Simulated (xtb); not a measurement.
H2P (SMILES [PH2]), doublet, geometry from GFN2-xTB; GFN2-xTB (xtb).

The xtb input:
```
$ xtb mol.xyz --gfn 2 --uhf 1 --opt --json

# file mol.xyz
3

P      0.00300800    -0.00080054     0.11434732
H     -0.02238001     1.00221204    -0.85063528
H     -0.02274002    -0.99020401    -0.86457453
```

Output, abridged:

```
   ID    Z sym.   atoms
    1   15 P      1
    2    1 H      2, 3

           -------------------------------------------------
          |                Calculation Setup                |
           -------------------------------------------------

           -------------------------------------------------
          |                 G F N 2 - x T B                 |
           -------------------------------------------------

          ...................................................
          :                      SETUP                      :
          :.................................................:
          :  # basis functions                  12          :
          :  # atomic orbitals                  11          :
          :  # shells                            5          :
          :  # electrons                         7          :
          :  max. iterations                   250          :
          :  Hamiltonian                  GFN2-xTB          :
          :  restarted?                      false          :
          :  GBSA solvation                  false          :
          :  PC potential                    false          :
          :  electronic temp.          300.0000000     K    :
          :  accuracy                    1.0000000          :
          :  -> integral cutoff          0.2500000E+02      :
          :  -> integral neglect         0.1000000E-07      :
          :  -> SCF convergence          0.1000000E-05 Eh   :
          :  -> wf. convergence          0.1000000E-03 e    :
          :  Broyden damping             0.4000000          :
          :  net charge                          0          :
          :  unpaired electrons                  1          :
          ...................................................

 iter      E             dE          RMSdq      gap      omega  full diag
   1     -3.4931333 -0.349313E+01  0.759E+00    4.08       0.0  T
   2     -3.4936207 -0.487455E-03  0.440E+00    4.09       1.0  T
   3     -3.4937150 -0.942034E-04  0.297E-01    4.19       1.0  T
   4     -3.4937531 -0.381974E-04  0.732E-02    4.17       1.0  T
   5     -3.4937533 -0.146970E-06  0.410E-02    4.17       1.4  T
   6     -3.4937535 -0.160695E-06  0.554E-03    4.17      10.4  T
   7     -3.4937535 -0.204882E-08  0.236E-03    4.17      24.4  T
   8     -3.4937535 -0.757945E-09  0.117E-03    4.17      49.2  T
   9     -3.4937535 -0.329957E-09  0.186E-05    4.17    3099.2  T
  10     -3.4937535 -0.710543E-13  0.569E-06    4.17   10146.6  T

   *** convergence criteria satisfied after 10 iterations ***

         :::::::::::::::::::::::::::::::::::::::::::::::::::::
         ::                     SUMMARY                     ::
         :::::::::::::::::::::::::::::::::::::::::::::::::::::
         :: total energy              -3.475028989514 Eh    ::
         :: gradient norm              0.000003284574 Eh/a0 ::
         :: HOMO-LUMO gap              4.165367919031 eV    ::
         ::.................................................::
         :: SCC energy                -3.493753458244 Eh    ::
         :: -> isotropic ES            0.000417948129 Eh    ::
         :: -> anisotropic ES         -0.001121062888 Eh    ::
         :: -> anisotropic XC          0.001762587760 Eh    ::
         :: -> dispersion             -0.000461246745 Eh    ::
         :: repulsion energy           0.018724468730 Eh    ::
         :: add. restraining           0.000000000000 Eh    ::
         :: total charge              -0.000000000000 e     ::
         :::::::::::::::::::::::::::::::::::::::::::::::::::::

      -----------------------------------------------------------
     |                   =====================                   |
     |                        A N C O P T                        |
     |                   =====================                   |
     |               Approximate Normal Coordinate               |
[...]
 * total energy  :    -3.4750290 Eh     change       -0.7549517E-14 Eh
   *** GEOMETRY OPTIMIZATION CONVERGED AFTER 1 ITERATIONS ***
         :: total energy              -3.475028989514 Eh    ::
[...]
         :: gradient norm              0.000003275187 Eh/a0 ::
         :: HOMO-LUMO gap              4.165367094876 eV    ::
         ::.................................................::
         :: SCC energy                -3.493753458244 Eh    ::
         :: -> isotropic ES            0.000417946526 Eh    ::
         :: -> anisotropic ES         -0.001121062510 Eh    ::
         :: -> anisotropic XC          0.001762586466 Eh    ::
         :: -> dispersion             -0.000461246825 Eh    ::
         :: repulsion energy           0.018724468730 Eh    ::
         :: add. restraining           0.000000000000 Eh    ::
         :: total charge              -0.000000000000 e     ::
         :::::::::::::::::::::::::::::::::::::::::::::::::::::

           -------------------------------------------------
          |                Property Printout                |
           -------------------------------------------------

    * Orbital Energies and Occupations

         #    Occupation            Energy/Eh            Energy/eV
      -------------------------------------------------------------
         1        2.0000           -0.6558031             -17.8453
         2        2.0000           -0.4658566             -12.6766
         3        2.0000           -0.4333524             -11.7921
         4        1.0000           -0.3488395              -9.4924 (HOMO)
         5                         -0.1957651              -5.3270 (LUMO)
         6                         -0.1116795              -3.0390
         7                         -0.0285252              -0.7762
         8                         -0.0250837              -0.6826
         9                         -0.0230456              -0.6271
        10                          0.4532525              12.3336
        11                          0.9015671              24.5329
      -------------------------------------------------------------
                  HL-Gap            0.1530744 Eh            4.1654 eV
             Fermi-level           -0.3316991 Eh           -9.0260 eV

     #   Z          covCN         q      C6AA      α(0)
     1  15 P        1.954    -0.141   186.565    25.803
     2   1 H        0.977     0.071     2.074     2.250
     3   1 H        0.977     0.071     2.074     2.250

 Mol. C6AA /au·bohr⁶  :        272.508075
 Mol. C8AA /au·bohr⁸  :      12445.338269
 Mol. α(0) /au        :         30.304022

Wiberg/Mayer (AO) data.
largest (>0.10) Wiberg bond orders for each atom

 ---------------------------------------------------------------------------
     #   Z sym  total        # sym  WBO       # sym  WBO       # sym  WBO
 ---------------------------------------------------------------------------
     1  15 P    1.980 --     2 H    0.990     3 H    0.990
     2   1 H    0.995 --     1 P    0.990
     3   1 H    0.995 --     1 P    0.990
 ---------------------------------------------------------------------------

Topologies differ in total number of bonds
Writing topology from bond orders to xtbtopo.mol

molecular dipole:
                 x           y           z       tot (Debye)
 q only:       -0.007       0.002      -0.259
   full:       -0.014       0.004      -0.517       1.315
molecular quadrupole (traceless):
                xx          xy          yy          xz          yz          zz
 q only:       -0.432       0.000       0.318       0.014       0.001       0.114
  q+dip:       -0.916       0.000       0.559       0.034       0.001       0.357
   full:       -0.276       0.000       0.642      -0.002       0.007      -0.366

optimized geometry written to: xtbopt.xyz

           -------------------------------------------------
          | TOTAL ENERGY               -3.475028989514 Eh   |
          | GRADIENT NORM               0.000003275187 Eh/α |
          | HOMO-LUMO GAP               4.165367094876 eV   |
           -------------------------------------------------
```
